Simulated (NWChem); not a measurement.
System: CH6OSSi; SMILES CS[SiH2]O

Here is an NWChem input.

```
start job
memory heap 200 mb stack 900 mb global 1100 mb
geometry units angstroms noautosym nocenter noautoz
  Si    -0.530613     0.922329     0.016153
  O      0.557975     2.123711    -0.344512
  S      0.519069    -0.881206     0.523260
  C     -0.481211    -2.131923    -0.348589
  H     -1.425044     0.558302    -1.128901
  H     -1.336184     1.475548     1.136017
  H      1.266708     1.879133    -0.948197
  H     -1.458699    -2.274751     0.131693
  H     -0.622922    -1.873074    -1.406961
  H      0.079543    -3.074286    -0.286285
end
basis spherical
  Si library def2-svp
  O library def2-svp
  S library def2-svp
  C library def2-svp
  H library def2-svp
end
dft
  xc hfexch
  iterations 150
end
property
  efieldgrad
end
task dft property
```

Structure relaxed at the PBE0/def2-SVP level.

Vzz is the largest principal value of the second derivative of the potential at the nucleus (NWChem prints the opposite sign); η is the asymmetry. Non-relativistic.

Atoms are numbered as in the input.

Question: What results follow from this input? (Hartree-Fock/def2-SVP.) Quantities: Vzz O2 (a.u.); η O2; Vzz S3 (a.u.); η S3.

Answer: Vzz O2 (a.u.): 1.500
η O2: 0.57
Vzz S3 (a.u.): -1.941
η S3: 0.99
